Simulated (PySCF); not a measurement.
# Assignment exercise: C$_{7}$H$_{16}$O

Atom-mapped SMILES (the numbers label the heavy atoms): `[CH3:1][CH:2]([CH3:3])[O:4][C:5]([CH3:6])([CH3:7])[CH3:8]`. Hydrogens are named by the atom that carries them.

[PySCF: GFN2-xTB geometry; GIAO PBE0/pcSseg-1 shieldings; rapidly exchanging positions averaged; one computed conformer; no solvent; no relativistic terms]

References, each an isolated molecule treated in the same way: 13C (σ = 186.93 ppm) and 1H (σ = 31.72 ppm) against TMS.

Problem. Assign these signals to the numbered atoms. 13C{1H} NMR (computed): δ 74.8 (C), 67.3 (CH), 29.8 (CH3), 27.2 (CH3).

Solution. 
| δ (ppm) | atoms | environment | reason |
| --- | --- | --- | --- |
| 74.8 | C5 | fully substituted sp3 carbon bonded to O | deshielded by the electronegative neighbour |
| 67.3 | C2 | sp3 CH bonded to O | deshielded by the electronegative neighbour |
| 29.8 | C6/C7/C8 | methyl carbon | saturated and bonded to C and H only |
| 27.2 | C1/C3 | methyl carbon | – |

Problem. Assign these signals to the numbered atoms. 1H NMR (600 MHz, computed): δ 3.67 (sept, 1H), 1.18 (s, 9H), 1.13 (d, 6H).

Solution. 
3.67 → H(C2), hydrogen on an sp3 CH bonded to O: its carbon carries O, an electronegative neighbour
1.18 → H(C6)/H(C7)/H(C8), hydrogen on a methyl carbon
1.13 → H(C1)/H(C3), hydrogen on a methyl carbon

H(C6)/H(C7)/H(C8) and H(C1)/H(C3) lie closer than the usual error of such a calculation, so a measured spectrum could show them in the other order.

Shifts are as computed. Against solution values, carbons near 30 ppm lie about +3 ppm off and those near 130 ppm about +5 ppm. Of 1211 compounds with measured shifts, 218 miss one by over three times the rms of a fit or turn the order of signals round; such compounds aren't used in these exercises. Multiplicities follow the n + 1 count of equivalent neighbours, as no J values were calculated; m marks all less simple cases, F and P coupling included.
